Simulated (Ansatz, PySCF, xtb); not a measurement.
Energy difference 2 R1 + R2 + R3 → 3 P1 + P2, each structure at its B3LYP-D3(BJ)/def2-TZVP stationary point, reached from a drawn start (curvature not checked).
P1: H2 (SMILES [H][H]), charge 0, multiplicity 1.
R1: HCl (SMILES Cl), charge 0, multiplicity 1.
R2: HF (SMILES F), charge 0, multiplicity 1.
R3, SiH4 (SMILES [SiH4]) (charge 0, multiplicity 1):
```json
[
 {"atom": "Si", "x (Å)": "0.0000", "y (Å)": "0.0000", "z (Å)": "0.0000"},
 {"atom": "H", "x (Å)": "0.8547", "y (Å)": "0.8547", "z (Å)": "0.8547"},
 {"atom": "H", "x (Å)": "-0.8547", "y (Å)": "-0.8547", "z (Å)": "0.8547"},
 {"atom": "H", "x (Å)": "-0.8547", "y (Å)": "0.8547", "z (Å)": "-0.8547"},
 {"atom": "H", "x (Å)": "0.8547", "y (Å)": "-0.8547", "z (Å)": "-0.8547"}
]
```
P2, Cl2FHSi (SMILES F[SiH](Cl)Cl) (charge 0, multiplicity 1):
```json
[
 {"atom": "Si", "x (Å)": "0.0008", "y (Å)": "0.0983", "z (Å)": "0.0635"},
 {"atom": "F", "x (Å)": "-0.1138", "y (Å)": "1.3086", "z (Å)": "-0.9563"},
 {"atom": "Cl", "x (Å)": "-1.6465", "y (Å)": "-1.0767", "z (Å)": "-0.1503"},
 {"atom": "Cl", "x (Å)": "1.6832", "y (Å)": "-0.9560", "z (Å)": "-0.3814"},
 {"atom": "H", "x (Å)": "0.0762", "y (Å)": "0.6257", "z (Å)": "1.4247"}
]
```

P less R. No zero-point or thermal terms.

Correlated levels freeze the cores.

The values were computed with Ansatz (Gaussian basis) for Hartree–Fock, density functionals and correlated methods; PySCF for the D3/D4 terms; xtb for the GFN methods. Each number belongs to the level named beside it.

```
level                  reaction energy (kcal/mol)
---------------------  --------------------------
GFN1-xTB                                   -84.19
PBE-D3(BJ)/def2-TZVPP                      -63.73
r2SCAN/def2-TZVPP                          -69.21
r2SCAN-D4/def2-TZVPP                       -69.67
B3LYP-D4/def2-TZVPP                        -65.44
PBE0-D4/def2-TZVPP                         -63.13
MP2/cc-pV(Q+d)Z                            -70.74
CCSD/cc-pV(Q+d)Z                              ___
CCSD(T)/cc-pV(Q+d)Z                           ___
```

Task: Some entries are withheld; supply them.

Result: 
- CCSD/cc-pV(Q+d)Z, reaction energy (kcal/mol): -63.45
- CCSD(T)/cc-pV(Q+d)Z, reaction energy (kcal/mol): -65.55

Ansatz is an electronic-structure program.
